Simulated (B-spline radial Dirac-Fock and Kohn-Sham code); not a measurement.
## Ta⁺ 4d3/2: cross section and angular parameters

System: the Ta⁺ ion in the configuration [Xe] 4f14 5d3 6s1; threshold 249.8 eV (orbital energy of the model). Model: Dirac-Hartree-Slater photoionisation with a Latter tail; cross sections with all multipoles, angular parameters from the dipole term and its interference with E2. Program: an atomic code on a B-spline grid.

Input of the calculation (task.json; shells as n, l, electrons):

```json
{"items": [{
  "Z": 73,
  "q": 1,
  "cfg": [[1, 0, 2], [2, 0, 2], [2, 1, 6], [3, 0, 2], [3, 1, 6], [3, 2, 10], [4, 0, 2], [4, 1, 6], [4, 2, 10], [4, 3, 14], [5, 0, 2], [5, 1, 6], [5, 2, 3], [6, 0, 1]],
  "A": 181,
  "rrms": 5.3507,
  "do": "xps",
  "hv": [80, 100, 115.0, 134.0, 136.0, 190.0, 208.0, 245.0, 249.0, 308.0, 335.0, 346.0, 623.0, 748.0, 800, 1040.0, 1420.0, 1486.9, 2000, 2090.0, 2420.0, 2870.0, 4210.0, 6490.0, 8800.0, 8930.0, 9251.7, 9280.0, 12000, 15000]
}]}
```

Run with: `python xray2_run.py task.json out`

```tsv
hν (eV)	σ (kb)	β	γ	δ
308	120	-0.067	-0.016	0.035
335	127	-0.816	-0.226	0.109
346	136	-0.948	-0.273	0.132
623	249	0.379	0.168	0.061
748	225	0.670	0.151	0.027
800	212	0.756	0.129	0.019
1040	156	1.017	0.026	0.004
1420	95.0	1.213	-0.045	0.008
1486.9	87.3	1.234	-0.046	0.009
2000	48.3	1.333	0.004	0.022
2090	43.9	1.342	0.020	0.024
2420	31.5	1.366	0.091	0.032
2870	21.0	1.379	0.201	0.041
4210	?	?	?	?
6490	2.24	1.270	1.024	0.108
8800	0.873	1.178	1.390	0.151
8930	0.833	1.173	1.408	0.154
9251.7	0.744	1.161	1.451	0.160
9280	0.737	1.160	1.455	0.160
12000	0.317	1.066	1.768	0.212
15000	0.149	0.978	2.030	0.268
```

Problem. Give the values at 4210 eV.

Solution. σ = 7.76 kb, β = 1.359, γ = 0.541, δ = 0.067.
